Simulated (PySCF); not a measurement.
Input for PySCF: R-MP2/6-31G* on HCl (SMILES Cl) with ghost functions, monomers drawn apart or pushed together.

```python
from pyscf import gto, scf, dft, mp
from pyscf.data.elements import chemcore

mol = gto.M(
    atom='''
    Cl    1.20790380    0.53037820    0.65711566
    H     0.72764192    0.27999148    1.82364411
    ghost-As   -0.79577182   -0.51707449    5.56482817
    ghost-H   -1.36945071    0.53324470    4.61787709
    ghost-H   -0.69561659   -1.55233860    4.44805197
    ghost-H    0.63255548   -0.03612268    5.32517093
    ''',
    basis='6-31g*',
    cart=True,
    charge=0, spin=0, verbose=3, max_memory=1800)
mf = scf.RHF(mol)
mf.conv_tol = 1e-8
mf.max_cycle = 100
mf.kernel()
if not mf.converged:
    mf = mf.newton().run(mf.mo_coeff, mf.mo_occ)
pt = mp.MP2(mf, frozen=chemcore(mol)).run()
```

Program output:

```
converged SCF energy = -460.059745141228
E(RMP2) = -460.192392278576  E_corr = -0.132647137348184
E(SCS-RMP2) = -460.191132204639  E_corr = -0.131387063411436
```

Self-consistency was reached.

Cost: very roughly 0.5 core-seconds.
